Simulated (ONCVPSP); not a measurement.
Building the ONCV potential for carbon (PBE, scalar-relativistic).

- Element: carbon (C)
- Generator: ONCVPSP 4.0.1
- Type: optimised norm-conserving Vanderbilt (ONCV)
- Functional: PBE
- Relativity: scalar-relativistic
- Frozen core: [He]
- Valence charge: 4
- Reference configuration: 2s2 2p2
- Partial waves: 2s: rc 1.15 bohr, ncon 5, nbas 8, qcut 7.1 1/bohr, local; 2p: rc 2.30 bohr, ncon 4, nbas 8, qcut 5.6 1/bohr, 3 projectors, debl 3.8 Ha; d scattering state at 0.45 Ha: rc 1.95 bohr, ncon 4, nbas 9, qcut 4.8 1/bohr, 2 projectors, debl 1.5 Ha
- Local potential: the s channel
- Core correction: Teter function, fcfact 4.25, rcfact 1.55

Q: Does the generator finish with these settings?

A: Yes, a potential is produced and its reference levels are reproduced.

Q: Estimate the cutoffs (Ha) at which the residual kinetic energy of the hardest occupied pseudo-wave falls to 1 and 0.1 mHa per electron.

A: 20 Ha and 28 Ha. The cutoffs count occupied waves only; projector 3 of the p channel, the hardest unoccupied one, needs 56 Ha at the loose tolerance.

Q: What does a ghost test show?

A: No bound ghost flagged; no localised positive-energy state flagged.

Q: Which valence shell sets the plane-wave cutoff?

A: 2s: 20 Ha for 1 mHa per electron, against 11 Ha for 2p.

Q: Tests: 2s2 2p1; 2s2 2p0; 2s1 2p0; 2s2 2p1.5. Which has the largest error in its energy relative to the reference configuration, and how large is it?

A: 2s1 2p0, with +1080 meV (all-electron minus pseudo) on +83.21 eV.
